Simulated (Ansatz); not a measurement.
CH4Cl2SSi, SMILES `S[SiH](Cl)CCl`, relaxed with RKS PBE0-D4/def2-TZVP in Ansatz 0.2.0 from a PBE-D4/def2-SVP geometry. The force threshold is 0.005 eV/Å; the program also tests the step.

The species carries charge 0 and has multiplicity 1.

Start:

```xyz
9

S    -0.310    2.260    0.072
Si   -0.129    0.320   -0.830
Cl    1.385    0.400   -2.255
C     0.380   -0.935    0.501
Cl   -0.899   -0.958    1.781
H    -0.862    1.682    1.183
H    -1.375   -0.154   -1.513
H     1.341   -0.656    0.976
H     0.468   -1.959    0.085
```

**Question.** How much energy does the relaxation release, and in how many steps? (An estimate is asked.)

**Answer.** The calculation gave: 1.32 kcal/mol, in 7 steps.

**Question.** Which bonds change most? (Best estimate.)

**Answer.** Computed: Si2–Cl3 from 2.080 to 2.051 Å; S1–Si2 from 2.147 to 2.121 Å; Si2–C4 from 1.898 to 1.874 Å; C4–Cl5 from 1.810 to 1.787 Å.

**Question.** Give the relaxed structure. (Estimate.)

**Answer.** The calculation gave: 
```xyz
9

S    -0.191    2.252    0.084
Si   -0.105    0.312   -0.768
Cl    1.326    0.391   -2.235
C     0.416   -0.973    0.493
Cl   -0.867   -1.054    1.735
H    -1.054    1.849    1.036
H    -1.385   -0.105   -1.379
H     1.351   -0.711    0.988
H     0.510   -1.963    0.045
```
